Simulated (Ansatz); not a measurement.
`CNB(C)[SiH3]` + `C#CO` → `C#CO[SiH3]` + `CBNC` at 700 K and 1 bar (cleavage of the Si–B bond).

Gas-phase electronic energies from Ansatz, PBE0-D4/def2-TZVP geometries. CBS: MP2 limit from def2 TZ/QZ plus the TZ coupled-cluster correction, frozen cores. This one scheme is used for every species. Each species was taken in one conformer, which may not be the lowest.

```tsv
species	CCSD(T)/CBS energy (Eh)	H − E (kJ/mol)	S (J/(mol·K))
`CNB(C)[SiH3]`	-450.73419	416.1	524.6
`C#CO`	-152.38380	123.4	303.4
`C#CO[SiH3]`	-442.69805	188.7	399.7
`CBNC`	-160.46148	346.8	414.8
```

H − E and S are ideal-gas, rigid-rotor, harmonic terms from PBE0-D4/def2-TZVP, for one conformer and one mirror image of each species. 1 Eh = 2625.50 kJ/mol, R = 8.31446 J/(mol·K).

**Question.** By hand: ΔE, ΔH, ΔS and ΔG.

**Answer.** ΔE = (-442.69805) + (-160.46148) − (-450.73419) − (-152.38380) = -0.04154 Eh = -109.1 kJ/mol. Δ(H − E) = 188.7 + 346.8 − 416.1 − 123.4 = -4.0, so ΔH = -113.1 kJ/mol. ΔS = 399.7 + 414.8 − 524.6 − 303.4 = -13.5 J/(mol·K). ΔG = -113.1 − 700 × (-13.5)/1000 = -103.6 kJ/mol.

**Question.** By hand: the equilibrium constant, and the temperature at which ΔG would vanish if ΔH and ΔS stayed fixed.

**Answer.** log₁₀ K = −ΔG/(RT ln 10) = 7.7. ΔG = 0 at ΔH/ΔS = 8378 K, far beyond where these terms or the molecules hold.

The number of gas molecules stays the same, so ΔS is small and ΔH decides. A doubt of 5 kJ/mol in ΔE shifts log₁₀ K by 0.4 here. Other conformers and mirror images would add mixing entropy, several J/(mol·K) or more a flexible species. Modes under 60 cm⁻¹, often nearly free rotors, make the harmonic entropy too high. These are equilibria of isolated gas molecules and say nothing of rates. Largest T1 diagnostic: 0.013 (customary marks: 0.02 for closed shells, 0.045 for open ones).
